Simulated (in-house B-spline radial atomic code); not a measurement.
Yb⁺. Computed with a B-spline radial atomic code. Model: non-relativistic spherical atom: semilocal Troullier-Martins pseudo-atom, one channel per l, against all electrons, high spin, G0W0 and RPA with empty states to l = 8, local potential for every l without a channel, a model core (radius 0 = none) keeps its share of the functional.

Without relativity these are model numbers for so heavy an element.

What the tables leave out is listed at the end.

The pseudopotential gives back the lowest level of each angular momentum of its own functional in the configuration it was made in; a second state of the same l is only approximately right. Exact exchange, RPA and GW see the smooth pseudo-orbitals and miss the exchange with the core, for which the functional's share stands in. The column with an uncorrelated core keeps all orbitals and exact exchange, and so separates missing core correlation from pseudisation. Only the three outermost levels and the lowest empty one were computed. RPA here is direct RPA, with no exchange kernel, and its energies carry an (l + 1/2)⁻⁴ tail. A hybrid on a potential with a model core restores only its own semilocal share of the core's exchange.

Command:
```bash
python run_psgw.py task.json out
```
Settings (lengths in bohr, energies in hartree):
```
Z                      70
electrons              69
configuration          [Xe] 4f14 6s1
generated_in           [Xe] 4f14 6s2
functional             lda,vwn
core_shells            10
radius_factor          0.8
core_correction        False
ion_configuration      [Xe] 4f14
```

Run time, properties included: 110 s on 1 thread of Arm Neoverse N1 (shared host).

Given: made with LDA VWN5; model core radius 0 bohr; local radius 1.288 bohr; mean-field start LDA VWN5.

Valence shells of the generating configuration: 5p, 4f, 6s.

Channel: s 2.804, p 1.02, d 1.602, f 1.291 (radii in bohr).

Computed: largest level miss in the spin-unpolarised generating configuration 0.001 eV; valence RPA correlation energy all-electron orbitals -1.6968 hartree; valence RPA correlation energy pseudo -2.4957 hartree; all-electron RPA polarisability, core included 51.353 bohr³; pseudo-atom RPA polarisability 51.409 bohr³; ionisation by mean-field pseudo minus all -0.003 eV; ionisation by RPA all-electron 11.765 eV.

```
          level  occupied  mean-field all-electron (eV)  mean-field pseudo minus all (eV)  G0W0 all-electron (eV)  G0W0 uncorrelated core minus all (eV)  G0W0 pseudo minus all (eV)  exchange self-energy all-electron (eV)  exchange self-energy pseudo (eV)
          6s up         1                       -9.0738                             0.004                 -11.775                                  -0.01                      -0.354                                 -8.3956                           -8.2146
6s down (empty)         0                        -8.297                             0.012                 -6.4546                                 -0.008                      -0.338                                 -1.8331                           -1.6991
```

(1) What is the ionisation by mean-field all-electron?

(2) What is the ionisation by RPA pseudo minus all?

Given: mean-field start PBE0.

Computed: valence RPA correlation energy all-electron orbitals -1.6007 hartree; valence RPA correlation energy pseudo -2.4112 hartree; all-electron RPA polarisability, core included 47.069 bohr³; pseudo-atom RPA polarisability 42.683 bohr³; ionisation by mean-field pseudo minus all 0.287 eV; ionisation by RPA all-electron 11.606 eV.

```tsv
level	occupied	mean-field all-electron (eV)	mean-field pseudo minus all (eV)	G0W0 all-electron (eV)	G0W0 uncorrelated core minus all (eV)	G0W0 pseudo minus all (eV)	exchange self-energy all-electron (eV)	exchange self-energy pseudo (eV)
6s up	1	-9.3826	-0.234	-11.659	-0.006	-0.434	-8.0583	-8.3534
6s down (empty)	0	-7.0712	-0.196	-5.9655	-0.004	-0.297	-1.6977	-1.8035
```

(3) What is the ionisation by RPA pseudo minus all?

(4) What is the ionisation by mean-field all-electron?

Given: mean-field start Hartree-Fock.

Computed: valence RPA correlation energy all-electron orbitals -1.389 hartree; valence RPA correlation energy pseudo -2.2272 hartree; pseudo-atom RPA polarisability 26.182 bohr³; ionisation by mean-field all-electron 10.523 eV; ionisation by mean-field pseudo minus all 1.09 eV; ionisation by RPA all-electron 11.313 eV.

```tsv
level	occupied	mean-field all-electron (eV)	mean-field pseudo minus all (eV)	G0W0 all-electron (eV)	G0W0 uncorrelated core minus all (eV)	G0W0 pseudo minus all (eV)	exchange self-energy all-electron (eV)	exchange self-energy pseudo (eV)
6s up	1	-10.547	-1.146	-11.415	-0.001	-0.668	-7.4786	-9.1038
4f up	?	?	?	?	?	?	?	?
4f down	1	-26.006	6.515	-22.258	-0.285	3.864	-76.849	-41.473
6s down (empty)	0	-4.6467	-0.462	-5.6187	0.002	-0.203	-0.92034	-1.4452
```

(5) What belongs in the row 4f up?

(6) What is the ionisation by RPA pseudo minus all?

(7) What is the all-electron RPA polarisability, core included?

Results:

(1) 11.619 eV.

(2) 0.52 eV.

(3) 0.489 eV.

(4) 11.254 eV.

(5) occupied: 1; mean-field all-electron (eV): -26.018; mean-field pseudo minus all (eV): 6.562; G0W0 all-electron (eV): -22.272; G0W0 uncorrelated core minus all (eV): -0.285; G0W0 pseudo minus all (eV): 3.898; exchange self-energy all-electron (eV): -76.841; exchange self-energy pseudo (eV): -41.397.

(6) 0.514 eV.

(7) 36.915 bohr³.

Among the listed levels the largest G0W0 shift of the pseudo-atom is +3.90 eV, for 4f up on the Hartree-Fock start, while leaving the core uncorrelated moves that level by -0.28 eV. So pseudisation and the lost core exchange, not the missing core correlation, make the error. Not in the tables (levels of low weight, unsolved or above zero; the highest and the empty levels are kept at any weight): on LDA the G0W0 levels 4f down (pseudo minus all +7.47 eV, weights 0.80 and 0.22), 4f up (pseudo minus all +7.49 eV, weights 0.80 and 0.22); on PBE0 the G0W0 levels 4f up (pseudo minus all +6.54 eV, weights 0.85 and 0.71), 4f down (pseudo minus all +6.52 eV, weights 0.85 and 0.71).
